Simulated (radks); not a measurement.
Values are calculated unless marked as measured or tabulated.
Q: The mean radii <r> (bohr) of the occupied orbitals of an atom or ion are listed with their occupations. Code: a radial shooting solver on a logarithmic mesh with Libxc functionals. Model: scalar-relativistic Kohn-Sham, LB94 model potential, spin-polarised, spherical densities, finite nucleus; Fermi nuclear charge, rms radius of each element as measured or else 0.836 A^(1/3) + 0.57 fm.

| orbital | occ. | <r> |
|---|---|---|
| 1s down | 1 | 0.04023 |
| 1s up | 1 | 0.04023 |
| 2s down | 1 | 0.1762 |
| 2s up | 1 | 0.1763 |
| 2p down | 3 | 0.1536 |
| 2p up | 3 | 0.1536 |
| 3s up | 1 | 0.4622 |
| 3s down | 1 | 0.4628 |
| 3p up | 3 | 0.4549 |
| 3p down | 3 | 0.4555 |
| 3d up | 1 | 0.4138 |

Name the element and its charge. Open shells, if any, are filled with parallel spins first.

A: Z = 37, rubidium, charge +18: Rb18+ in [Ar] 3d1. The 1s radius gives Z: for a bare nucleus <r> = (2 gamma + 1)/(2Z) with gamma = sqrt(1 - (Z/c)^2), 0.03954 bohr for Z = 37, and screening makes it slightly larger (0.04023 here). The occupations add up to 19, and the charge is Z minus that.
